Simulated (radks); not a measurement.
Values are calculated unless marked as measured or tabulated.
Species: Yb+. Configuration: [Xe] 4f14 6s1.

Code: a radial shooting solver on a logarithmic mesh with Libxc functionals. Model: Dirac Kohn-Sham, OLYP, spin-unpolarised, spherical densities, point nucleus.

Energy parts (eV):
| part | energy |
|---|---|
| total | -383160.01 |
| kinetic | 425750.31 |
| electron-nucleus | -951140.91 |
| Hartree | 150390.56 |
| exchange-correlation | -8159.96 |

Orbitals (lengths in bohr, moments of r in powers of bohr; <r^-3> diverges for s and p1/2):
\begin{tabular}{lrrrrr}
orbital & occ. & eigenvalue (eV) & <r^-3> & <r> & small-component weight \\ \hline
1s1/2 & 2 & -61169.97 & - & 0.01966 & 6.90e-02 \\
2s1/2 & 2 & -10368.72 & - & 0.08274 & 1.55e-02 \\
2p1/2 & 2 & -9889.853 & - & 0.06872 & 1.55e-02 \\
2p3/2 & 4 & -8842.970 & 13470 & 0.07622 & 1.42e-02 \\
3s1/2 & 2 & -2342.759 & - & 0.2162 & 5.03e-03 \\
3p1/2 & 2 & -2131.726 & - & 0.2060 & 4.97e-03 \\
3p3/2 & 4 & -1909.382 & 2977 & 0.2200 & 4.59e-03 \\
3d3/2 & 4 & -1551.074 & 510.3 & 0.1934 & 4.47e-03 \\
3d5/2 & 6 & -1502.425 & 442.1 & 0.1977 & 4.36e-03 \\
4s1/2 & 2 & -466.1347 & - & 0.4876 & 1.63e-03 \\
4p1/2 & 2 & -380.7645 & - & 0.4954 & 1.54e-03 \\
4p3/2 & 4 & -330.3778 & 674.3 & 0.5279 & 1.39e-03 \\
4d3/2 & 4 & -190.1484 & 99.44 & 0.5530 & 1.21e-03 \\
4d5/2 & 6 & -180.9640 & 84.47 & 0.5646 & 1.17e-03 \\
5s1/2 & 2 & -61.7094 & - & 1.207 & 3.23e-04 \\
5p1/2 & 2 & -38.6305 & - & 1.362 & 2.52e-04 \\
5p3/2 & 4 & -32.4794 & 80.19 & 1.477 & 2.15e-04 \\
4f5/2 & 6 & -10.6642 & 12.78 & 0.7687 & 7.13e-04 \\
4f7/2 & 8 & -9.3344 & 12.11 & 0.7905 & 6.91e-04 \\
6s1/2 & 1 & -8.8721 & - & 3.615 & 3.57e-05 \\
\end{tabular}

The highest occupied level is 6s1/2 at -8.872 eV. Summed over all electrons, <r^2> = 51.10 bohr^2, which gives a Langevin (diamagnetic) susceptibility term of -40.5 x 10^-6 cm^3/mol. For comparison, the ionisation energy in NIST's Atomic Spectra Database is 12.179 eV (measured). In exact Kohn-Sham theory the highest level is minus the ionisation energy, but local and semilocal functionals leave it too shallow, through self-interaction and a potential that decays too fast; potentials with the right tail come closer. The density falls to 0.001 e/bohr^3 at r = 4.32 bohr.

Beside tabulated values, note that spin-unpolarised runs miss the spin-polarisation part of the exchange energy of open shells.
